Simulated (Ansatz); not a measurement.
Ansatz (a quantum-chemistry and plane-wave program) input:
A basis named .json is the Basis Set Exchange file of that set.

Ansatz 0.2 input:
```yaml
crystal:
  periodic: [false, false, false]
  atoms:
    - {symbol: Y, position_ang: [0.37535354, -0.02463110, 0.35486611]}
    - {symbol: Cl, position_ang: [1.05258520, 0.39262530, -1.95052497]}
    - {symbol: Cl, position_ang: [-1.91369039, -0.33611866, 1.13642036]}
basis:
  gaussian:
    orbitals: def2-QZVPPD.json
    fitting: {mean_field: def2-universal-jkfit, correlation: def2-QZVPPD-RIFIT.json}
magnetization: {spin_polarized: true, initial_magnetization: 1}
correlation: {method: mp2, electrons: outside_noble_gas}
```

Task: Which total energy does the run end on?

Result: -957.57924 Eh (RI-MP2/def2-QZVPPD). The basis has 239 functions.

The spin state was set by rule; other spins were not relaxed.
